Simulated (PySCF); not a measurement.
Orbital energies, ionisation energy and electron affinity

Species: (Cl2Al-mu-I)2.
Geometry (PBE0-D3(BJ)/def2-SVP, Å), atoms numbered from 1 in this order:
```xyz
8
Al2Cl4I2 angstrom
Al    -1.247   -0.286    1.168
Cl    -1.308   -1.834    2.574
Cl    -2.765    1.152    1.103
I      1.087    0.932    1.348
Al     1.289    0.240   -1.188
Cl     0.968    1.936   -2.369
Cl     2.988   -0.947   -1.469
I     -0.874   -1.279   -1.250
```

Level: wB97X-D/def2-SVPD (PySCF). Frontier orbitals with their largest atomic shares (Löwdin; up to four atoms above 4 %):

```csv
orbital,ε (eV),main atoms
HOMO−3,-11.15,"I4 34 %, I8 34 %, Cl6 8 %, Cl3 8 %"
HOMO−2,-11.05,"I4 18 %, I8 16 %, Cl7 16 %, Cl2 16 %"
HOMO−1,-10.69,"I8 34 %, I4 25 %, Cl6 11 %, Cl3 11 %"
HOMO,-10.55,?
LUMO,-0.47,"I8 25 %, I4 24 %, Al5 16 %, Al1 16 %"
LUMO+1,0.09,"Al1 20 %, I8 20 %, Al5 20 %, I4 18 %"
LUMO+2,0.88,"I4 26 %, I8 23 %, Al1 12 %, Al5 12 %"
```

Q: What vertical ionisation energy does ΔSCF give, and how far is −ε(HOMO) from it?

A: ΔSCF: 10.67 eV (1029 kJ/mol; threshold wavelength 116 nm); ⟨S²⟩ of the doublet left behind is 0.756, against 0.75 for a pure doublet. −ε(HOMO) is 10.55 eV, 0.12 eV below it. In exact Kohn–Sham theory the two would be equal; wB97X-D (range-separated hybrid) comes within 0.12 eV of that here.

Q: On which atoms does the HOMO lie?

A: I4 (iodine bonded to 2 Al) 42 %, I8 (iodine bonded to 2 Al) 33 %, Cl6 (chlorine bonded to Al) 7 %, Cl3 (chlorine bonded to Al) 6 %. The HOMO−1 lies 0.14 eV lower.

Q: And the vertical electron affinity, the fundamental gap, Mulliken's electronegativity and the hardness (with the factor ½)?

A: EA = 0.53 eV by ΔSCF (−ε(LUMO) = 0.47 eV). IE − EA = 10.14 eV against an orbital gap of 10.08 eV; (IE + EA)/2 = 5.60 eV; (IE − EA)/2 = 5.07 eV. Parr's electrophilicity index (IE + EA)²/[8(IE − EA)] is 1.55 eV.

Q: With α = 163.4 au, estimate the like-pair dispersion coefficient by London's formula C6 = (3/4)α²I.

A: I = 0.3920 Eh, so C6 ≈ 7850 au, a rough estimate.

Q: How many of the 15 lowest singlet excitations (vertical TDDFT, same level) lie below the ionisation energy?

A: All 15; they run from 5.62 to 7.37 eV.

Q: The lowest singlet excitation (vertical TDDFT, same level) lies at 5.62 eV. How far is it below IE − EA?

A: IE − EA = 10.14 eV, so by 4.52 eV.

The structure is a single PBE0-D3(BJ)/def2-SVP conformer in the gas phase; no vibrational or solvent corrections. Atoms past krypton carry effective core potentials; spin–orbit coupling is left out.

These values come from a run that also computed excited states and ΔSCF ions. On Arm Neoverse V1, one thread, no GPU (shared host), this took 6.9 min wall (with the writing of density and orbital grids) and 1.4 GiB of memory at its peak.

The pairwise dispersion term of wB97X-D wasn't added to the energies; at a given geometry it leaves orbitals and properties as they are.
